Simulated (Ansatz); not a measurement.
Zn₂Te⁺, relaxed as a doublet with UKS PBE-D4/def2-TZVP in Ansatz, starting from the GFN1-xTB geometry. Force threshold 0.02 eV/Å.

In the def2 sets Te takes a core potential; there is no spin–orbit coupling. The relaxation made no stability test and no search for a lower SCF solution. The structure comes from a short search, and lower isomers may exist.

Start:

```
atom    x (Å)    y (Å)    z (Å)
 Zn1   0.8496  -1.6001  -1.5177
 Zn2  -0.7150   1.2937   1.8441
 Te3  -0.1345   0.3064  -0.3264
```

```
step   energy (eV)  largest force component (eV/Å)  SCF passes
   1  -104111.6192                           0.883          24
   2  -104111.8209                           0.176          30
   3  -104111.8653                           0.194          26
   4  -104111.8791                           0.113          26
   5  -104111.8819                           0.015          26
```

Force components are those of the run's own axes.

End:

```xyz
3

Zn    0.849   -1.627   -1.210
Zn   -0.581    1.017    1.861
Te   -0.268    0.610   -0.650
```

By distances, no bond broke or formed. The bond that changes most is Zn1–Te3, from 2.45 to 2.56 Å (atoms count from 1).

No frequencies were taken in this run, so the end may be a saddle point.

It took 8.5 s on 4 threads of Arm Neoverse V2 on a shared host.
